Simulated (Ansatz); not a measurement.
CH4ClInSe (`C[Se][InH][Cl]`). Charge 0, multiplicity 1. In: def2 effective core potential. The structure was optimised at the PBE0-D4/def2-TZVP level. It is one conformer, not always the lowest.

```xyz
8

C     0.282   -1.382   -0.479
Se    0.611   -0.621    1.300
In   -0.241    1.669    0.907
Cl   -1.002    1.923   -1.295
H     0.800   -0.806   -1.240
H     0.679   -2.395   -0.443
H    -0.784   -1.408   -0.687
H    -0.345    3.020    1.937
```

Problem. What is the dipole moment at PBE/def2-TZVPP? (Estimate.)

Solution. The calculation gave: 1.34 D, with components (0.52, -0.73, 1.00) D in this frame, pointing from negative to positive charge.

Problem. And with r2SCAN, B3LYP, ωB97M-V? (Best estimate.)

Solution. Ansatz gave: r2SCAN 1.32 D, B3LYP 1.37 D, ωB97M-V 1.28 D.

Problem. Give the Mulliken charges with PBE, r2SCAN, ωB97M-V in def2-TZVPP. (An estimate is asked.)

Solution. The calculation gave: 
```csv
atom,PBE,r2SCAN,ωB97M-V
C1,-0.35,-0.23,-0.42
Se2,-0.20,-0.23,-0.19
In3,0.60,0.64,0.57
Cl4,-0.38,-0.42,-0.38
H5,0.14,0.11,0.16
H6,0.14,0.10,0.15
H7,0.14,0.11,0.16
H8,-0.09,-0.09,-0.05
```

B3LYP here is the variant with VWN-RPA as its local correlation; programs differ in this.
